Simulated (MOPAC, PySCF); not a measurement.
C3H6OS, SMILES `O=C(C)SC` (C–S–C–O torsion 0°), neutral singlet in the gas phase. 

Cartesian coordinates (Å):
SMILES: C(SC)(=O)C
```xyz
11

C     -1.7514    -0.7674     1.1680
S     -1.0879     0.4161    -0.0258
C      0.6603     0.0303     0.0771
C      1.4919     0.8906    -0.8436
O      1.1269    -0.8260     0.8034
H     -2.2560    -0.2308     1.9798
H     -2.4567    -1.4409     0.6677
H     -0.8943    -1.3346     1.5606
H      2.0350     0.2375    -1.5418
H      2.2379     1.4313    -0.2440
H      0.8844     1.6080    -1.4096
```
Charge 0, spin multiplicity 1.

All levels are single points at this geometry (PBE-D3(BJ)/def2-TZVP); Pople sets use spherical d functions. Orbital energies aren't observables, and empty levels follow the basis.

PM7 in MOPAC gives dipole (D) = 1.23.

Estimate the dipole (D) from each of these levels: PBE-D3(BJ)/def2-TZVP in PySCF; B3LYP/3-21G in PySCF; B3LYP/6-31G* in PySCF; BP86/6-31G* in PySCF; M06-2X/6-31G* in PySCF; AM1 in MOPAC; PM3 in MOPAC; PM6 in MOPAC.


```
level                          dipole (D)
-----------------------------  ----------
PBE-D3(BJ)/def2-TZVP in PySCF        1.25
B3LYP/3-21G in PySCF                 0.81
B3LYP/6-31G* in PySCF                1.07
BP86/6-31G* in PySCF                 0.95
M06-2X/6-31G* in PySCF               1.09
AM1 in MOPAC                         0.77
PM3 in MOPAC                         0.56
PM6 in MOPAC                         1.36
```
